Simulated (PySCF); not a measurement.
Molecule: SMILES C/C(F)=C(/C)CC#N, C6H8FN.

Cartesian coordinates in Å; atom numbers follow the order of the lines, from 1:
```xyz
16

C    -1.7789    0.9699    0.4508
C    -1.0147   -0.3118    0.4011
F    -1.6630   -1.3480    0.9940
C     0.1728   -0.5262   -0.1559
C     0.8706   -1.8497   -0.1436
C     0.9060    0.6188   -0.8195
C     1.4415    1.5062    0.1850
N     1.8565    2.1936    0.9984
H    -2.6479    0.8414    1.0907
H    -2.1218    1.2568   -0.5439
H    -1.1620    1.7739    0.8485
H     1.0487   -2.1926   -1.1633
H     1.8352   -1.7599    0.3561
H     0.2750   -2.5945    0.3767
H     0.2394    1.1952   -1.4676
H     1.7351    0.2359   -1.4190
```

Frames of a GFN2-xTB Langevin trajectory at 600 K; GIAO PBE0/pcSseg-1 shieldings in PySCF 2.14.0 with density-fitted response routines, gas phase, non-relativistic; equivalent atoms averaged within each frame.

δ = σ(ref) − σ, references computed at the same level: ¹³C (186.93 ppm), ¹H (31.72 ppm) vs TMS; ¹⁹F (170.95 ppm) vs CFCl3; ¹⁵N (267.73 ppm) vs NH3. The references are static minima.

Question: How do the shifts (ppm) fluctuate along the trajectory?

Answer: 
```
         time (fs)     C2     C7     C4    C5    C1    C6     F3     N8  H9/H10/H11  H15/H16
               250  159.1  119.0  117.0  20.1  17.3  10.8  -94.0  293.1        2.53     2.53
               425  176.8  133.5  102.5  14.1  18.9  20.6  -61.7  333.9        2.23     4.00
               625  175.0  118.4  124.4  22.4  19.1  24.1  -88.9  292.1        2.91     3.91
               800  172.0  124.4  112.5  19.4  12.7  20.5  -70.4  303.8        1.37     3.44
              1000  179.3  119.4  111.9  29.5  18.2  11.7  -46.2  292.1        2.00     2.45
    mean of frames  172.4  122.9  113.6  21.1  17.3  17.5  -72.2  303.0        2.21     3.27
standard deviation    7.9    6.4    8.0   5.6   2.6   5.9   19.7   18.0        0.58     0.74
```

5 frames give an uncertainty of the mean of about the standard deviation over 2.2 at best, since frames this close in time may not be independent; classical motion lacks zero-point vibration, and the reference would need the same averaging.
